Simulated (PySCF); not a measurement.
## SrAs⁺ at r²SCAN

Level: r²SCAN. PySCF, scalar-relativistic core potentials, basis sets Sr def2-SVP with ECP28, As def2-SVP.

| Quantity | Value |
| --- | --- |
| state | ³Σ⁻ (triplet), unpaired electrons π ↑↑ |
| bond length | 2.923 Å |
| harmonic wavenumber | 192 cm⁻¹ |
| force constant | 0.880 mdyn/Å |
| rotational constant Be | 0.04879 cm⁻¹ |
| anharmonicity ωexe | 0.573 cm⁻¹ |
| vibration–rotation constant αe | 0.000170 cm⁻¹ |
| well depth De to Sr⁺ + As | 1.46 eV |
| dissociation energy D0 | 1.44 eV |
| bond order (Mayer) | 1.35 |
| dipole moment (positive dipole points towards As; it is taken about the centre of mass and depends on that origin) | -10.11 D |

Spin–orbit coupling is left out. For an ion De counts to the pair picked by the measured ionisation energies or electron affinities, which need not be the lowest pair at this level. The state was picked by a PBE0 search and need not be the measured ground state.
